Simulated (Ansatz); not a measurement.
Start from `[CH3][SnH2][SiH3]` and change one atom or group to get `[CH3][SnH]([CH3])[SiH3]`.

Ansatz, PBE0-D4/def2-TZVP geometries, multiplicity 1. 

Elements past krypton have def2 core potentials.

```csv
property,`[CH3][SnH2][SiH3]`
HOMO energy (ωB97M-V/def2-TZVPP) / eV,-9.72
HOMO–LUMO gap (PBE0/def2-TZVPP) / eV,7.67
LUMO energy (B3LYP/def2-TZVPP) / eV,-0.25
HOMO energy (PBE/def2-TZVPP) / eV,-6.67
LUMO energy (ωB97M-V/def2-TZVPP) / eV,1.38
HOMO energy (B3LYP/def2-TZVPP) / eV,-7.51
```

Question: What does the change do to each property? (Best estimate.)

Answer: Ansatz gave: 
```json
{"property": "HOMO energy (ωB97M-V/def2-TZVPP) / eV", "`[CH3][SnH]([CH3])[SiH3]`": "-9.49", "shift": "0.23"}
{"property": "HOMO–LUMO gap (PBE0/def2-TZVPP) / eV", "`[CH3][SnH]([CH3])[SiH3]`": "7.62", "shift": "-0.05"}
{"property": "LUMO energy (B3LYP/def2-TZVPP) / eV", "`[CH3][SnH]([CH3])[SiH3]`": "-0.07", "shift": "0.18"}
{"property": "HOMO energy (PBE/def2-TZVPP) / eV", "`[CH3][SnH]([CH3])[SiH3]`": "-6.45", "shift": "0.22"}
{"property": "LUMO energy (ωB97M-V/def2-TZVPP) / eV", "`[CH3][SnH]([CH3])[SiH3]`": "1.56", "shift": "0.18"}
{"property": "HOMO energy (B3LYP/def2-TZVPP) / eV", "`[CH3][SnH]([CH3])[SiH3]`": "-7.29", "shift": "0.22"}
```

With PBE0 the HOMO rises by 0.23 eV and the LUMO rises by 0.17 eV, so the gap narrows by about 0.06 eV. PBE moves the HOMO by 0.22 eV and ωB97M-V by 0.23 eV.

B3LYP here is the variant with VWN-RPA as its local correlation; programs differ in this.
